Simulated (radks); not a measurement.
The numbers below are computed, except where a source is named.
Polarisability of neutral europium, [Xe] 4f7 6s2, at imaginary frequency. Level of theory: scalar-relativistic Kohn-Sham, LB94 model potential, spin-polarised, spherical densities, finite nucleus; open shells are filled with parallel spins first (spin-orbit coupling, left out, can overturn this in heavy ions); Fermi nuclear charge, rms radius 5.1115 fm (a radial shooting solver on a logarithmic mesh with Libxc functionals). Response by self-consistent Sternheimer equations with the Hartree and adiabatic LDA kernel, the relativistic mass of each level held fixed and spin-orbit coupling left out.

w (hartree)  alpha1(iw) (bohr^3)
0.00266                    131.6
0.0143                     130.1
0.0360                     122.3
0.0697                     103.0
0.118                      74.49
0.186                      47.57
0.280                      28.73
0.413                      17.44
0.605                      10.91
0.892                      6.913
1.35                       4.213
2.12                       2.330
3.59                       1.110
6.94                      0.4162
17.5                     0.09375

Static values: alpha1 = 131.7 bohr^3 (19.51 angstrom^3; uncoupled 235.5). C6 = 1849, triple-dipole C9 = 174000 atomic units. One-pole (London) frequency 4 C6 / (3 alpha1^2) = 0.142 hartree, against 0.230 for minus the highest occupied eigenvalue. Recommended static value: 184 bohr^3 (Schwerdtfeger and Nagle, 2023 table).
